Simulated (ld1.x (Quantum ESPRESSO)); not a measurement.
**An all-electron radial function and its pseudo partner (Cr (Z = 24))**

Columns: radius, all-electron u(r) and pseudo u(r) of the 3s shell (level -73.99 eV) of chromium in the configuration [Ne] 3s2 3p6 3d5 4s1 4p0; PBE, scalar-relativistic, TM scheme, ld1.x (Quantum ESPRESSO) 7.5.

```csv
r (bohr),all-electron,pseudo
0.093,-0.0934,0.1079
0.185,-0.6099,0.2240
0.278,-0.4255,0.3607
0.370,0.0538,0.5220
0.463,0.5322,0.7101
0.555,0.8806,0.9023
0.648,1.0869,1.0646
0.740,1.1689,1.1545
0.833,1.1626,1.1596
0.925,1.0998,1.0997
1.018,1.0043,1.0043
1.110,0.8958,0.8958
1.203,0.7836,0.7836
1.295,0.6771,0.6771
1.388,0.5780,0.5780
1.480,0.4901,0.4901
1.573,0.4121,0.4121
1.665,0.3452,0.3452
1.758,0.2874,0.2874
1.850,0.2389,0.2389
1.943,0.1975,0.1975
2.035,0.1632,0.1632
2.128,0.1343,0.1343
2.220,0.1105,0.1105
2.313,0.0907,0.0907
2.405,0.0744,0.0744
```

How many radial nodes do the two functions have?

The all-electron 3s function has n − l − 1 = 2 (the table is too coarse to show those close to the nucleus); the pseudo-wave has 0, since the states of the same l below it are removed with the core.

At about which radius was the pseudo-wave matched?

1.00 bohr, where the columns begin to agree (steps of 0.09 bohr).

Where does each function peak?

Outermost all-electron maximum near 0.74 bohr, pseudo maximum near 0.83 bohr (to the table’s step).

Is the pseudo-wave norm-conserving?

Yes: the TM scheme keeps the norm inside the radius equal to the all-electron one, which fixes the energy derivative of the logarithmic derivative at the level.
